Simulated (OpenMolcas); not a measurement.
# Mo5+: moving or changing the point charges

Mo5+ among 6 point charges of -1.7 e arranged as a trigonal prism (D3h), 2.19 Å from the ion, with a polar angle of 46.2° against the regular 49.1°.
```
   1.5794    0.0000    1.5171  -1.70
  -0.7897    1.3678    1.5171  -1.70
  -0.7897   -1.3678    1.5171  -1.70
   1.5794    0.0000   -1.5171  -1.70
  -0.7897    1.3678   -1.5171  -1.70
  -0.7897   -1.3678   -1.5171  -1.70
```

* Program: OpenMolcas 26.06
* Method: SS-CASPT2, IPEA 0.25 Eh, imaginary shift 0.1 Eh (closed shells correlated: 4s 4p)
* Basis: ANO-RCC-VDZP [6s5p3d1f]
* Scalar Hamiltonian: DKH2, point nucleus
* Active space: 1 electron in 5 orbitals (4d)
* State averaging: 2S+1 = 2 even, 5 roots
* Spin-orbit coupling: state interaction with AMFI integrals over the reference wave functions

Runs around this geometry, states (labels of D3, the rotations of D3h). Energies in cm-1 above the lowest state or level, χT in cm3 K/mol.

```tsv
R (Å)	q (e)	Polar angle / regular	Ground state	First state of that spin	First gap with spin-orbit (degeneracies)	χT at 300 K
2.19	-1.7	0.86	2E	2A1 10590	2060 (2, 2)	0.176
2.19	-1.36	0.94	2E	2A1 5440	2130 (2, 2)	0.178
2.02	-1.7	0.94	2E	2A1 8050	2040 (2, 2)	0.176
2.19	-1.7	0.94	2E	2A1 6720	2100 (2, 2)	0.177
2.37	-1.7	0.94	2E	2A1 5570	2140 (2, 2)	0.178
```

Taking the first state of the same spin as R^-n, n = -ln(5570 / 8050) / ln(2.37 / 2.02) = 2.3 between the shortest and longest distance.

Scaling the charges by -1.36 / -1.7 = 0.80 scales the first state of the same spin by 5440 / 6720 = 0.81; with fixed orbitals a first-order splitting would follow the charge.

Roots that are degenerate in the reference are averaged as groups; the widest CASPT2 spread within a group is 130 cm-1 (the 2-fold group of multiplicity 2 near 0 cm-1 above the lowest state of its run, R = 2.19, q = -1.7, ratio = 0.94). Shifts and gaps below about the spread of the groups concerned are not significant. An orbital doublet at a regular site is open to a Jahn-Teller distortion, which this geometry leaves out. Free-ion shares, where given, are those of the reference states; single-state CASPT2 does not remix them. This is an electrostatic model: the charges have no orbitals. No measured value stands beside these numbers.
